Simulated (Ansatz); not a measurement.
Reaction (hydrogen abstraction from a Ga–H bond): `[Cl][GaH][Br]` + F• → `[Cl][Ga][Br]`• + H–F

Computed with Ansatz on PBE0-D4/def2-TZVP structures; ΔE is electronic, products minus reactants. CCSD(T)/CBS is the MP2 limit (def2-TZVPP, def2-QZVPP) plus CCSD(T) − MP2 in def2-TZVPP, frozen cores. This one scheme is used for every species, atoms too. No spin–orbit coupling; open shells (•) take unrestricted orbitals. Spin–orbit coupling would lower the free atoms: a little for F. For Br, Ga outer-core shells are correlated without core-valence functions, so the limit isn't a true one: a few kJ/mol of doubt a bond, and 10 to 20 or more in all where bonds break to atoms. Scalar relativity is left out up to krypton.

```tsv
species	SCS-MP2/def2-TZVPP energy (Eh)
`[Cl][GaH][Br]`	-4956.52390
F•	-99.60765
`[Cl][Ga][Br]`•	-4955.89370
H–F	-100.33020
```

Q: Work out ΔE.

A: ΔE = (-4955.89370) + (-100.33020) − (-4956.52390) − (-99.60765) = -0.09235 Eh = -242.5 kJ/mol. CCSD(T)/CBS gives -245.6 kJ/mol.

Largest T1 diagnostic among the species: 0.013.

From BLYP to BHLYP (50 % exact exchange), in def2-TZVPP and without D4, ΔE moves by +57.3 kJ/mol. Leaving LDA and LC-ωPBE aside and taking each functional with its dispersion term where it has one, the values, not all of them listed here, spread over 60.2 kJ/mol, from PBE-D4 to BHLYP-D4. LDA lies −41.1 kJ/mol from PBE without D4. At CCSD(T), def2-SVP lies +37.5 kJ/mol from the extrapolated value and def2-TZVPP +9.7 kJ/mol.
